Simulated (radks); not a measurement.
Valence configurations of In+ (all share [Kr]). Calculated with a radial shooting solver on a logarithmic mesh with Libxc functionals: Dirac Kohn-Sham, LDA (Slater exchange, Perdew-Wang correlation), spin-unpolarised, spherical densities, finite nucleus; open shells fill j = l - 1/2 first; Fermi nuclear charge, rms radius 4.6156 fm. Energies are relative to 4d10 5s2; eigenvalues in eV.

| valence | E (eV) | e(4d3/2) | e(4d5/2) | e(5p1/2) | e(5p3/2) | e(5s1/2) |
|---|---|---|---|---|---|---|
| 4d10 5s2 | 0.000 | -26.774 | -25.905 | - | - | -15.300 |
| 4d10 5p2 | 12.879 | -29.477 | -28.598 | -10.402 | - | - |
| 4d9.5 5s2 5p0.5 | 8.941 | -29.645 | -28.750 | -9.873 | - | -16.485 |
| 4d8.5 5s2 5p1.5 | 29.850 | -35.349 | -34.402 | -11.442 | - | -18.691 |
| 4d10 5s1 5p1 | 6.363 | -28.165 | -27.291 | -9.746 | - | -16.184 |
| 4d7.5 5s2 5p2.5 | 55.248 | -41.138 | -40.139 | -12.947 | -12.235 | -20.813 |
| 4d9.5 5s1 5p1.5 | 15.629 | -30.962 | -30.063 | -10.539 | - | -17.302 |
| 4d9 5p3 | 33.650 | -35.166 | -34.236 | -11.978 | -11.370 | - |
| 4d9.5 5s1.5 5p1 | 12.266 | -30.313 | -29.416 | -10.215 | - | -16.902 |
| 4d9 5s2 5p1 | 18.885 | -32.502 | -31.581 | -10.678 | - | -17.612 |

NIST lists [Kr] 4d10 5s2 as the ground configuration; this level of theory agrees among the configurations tried. The energies are those of spherical spin-averaged densities, not of single terms.
